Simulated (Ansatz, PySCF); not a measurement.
This Ansatz (a first-principles code) input computes a PBE0/def2-TZVPD energy:

Ansatz 0.2 input:
```yaml
crystal:
  periodic: [false, false, false]
  atoms:
    - {symbol: F, position_ang: [-0.74143882, 1.58853447, -0.55811765]}
    - {symbol: C, position_ang: [-0.56626138, 0.49865564, 0.17848557]}
    - {symbol: Cl, position_ang: [-1.87716133, -0.61117148, 0.06719502]}
    - {symbol: Br, position_ang: [1.19949315, -0.19710940, 0.08028086]}
basis:
  gaussian:
    orbitals: def2-TZVPD
hamiltonian:
  xc: {name: PBE0}
magnetization: {spin_polarized: true, initial_magnetization: 1}
output: {forces: true}
```

**Question.** Write an input for the same energy in PySCF and say what it gives.

**Answer.** 
```python
from pyscf import gto, scf, dft

mol = gto.M(
    atom='''
    F    -0.74143882    1.58853447   -0.55811765
    C    -0.56626138    0.49865564    0.17848557
    Cl   -1.87716133   -0.61117148    0.06719502
    Br    1.19949315   -0.19710940    0.08028086
    ''',
    basis='def2-tzvpd',
    charge=0,
    spin=1,
    verbose=4,
)

mf = dft.UKS(mol, xc='pbe0').density_fit(auxbasis='def2-universal-jkfit')
mf.grids.level = 3
mf.conv_tol = 1e-9
mf.max_cycle = 100
mf.max_memory = 1500
mf.kernel()
if not mf.converged:
    mf = mf.newton()
    mf.kernel(mf.make_rdm1())
for _ in range(2):
    mo, _, stable, _ = mf.stability(return_status=True)
    if stable:
        break
    mf.kernel(mf.make_rdm1(mo, mf.mo_occ))
mf.analyze()
```
It gives -3171.72310 Eh, and Ansatz -3171.72308 Eh, a difference of 0.02 mEh, from the treatment of integrals and grids.

It need not be the lowest isomer of its formula.
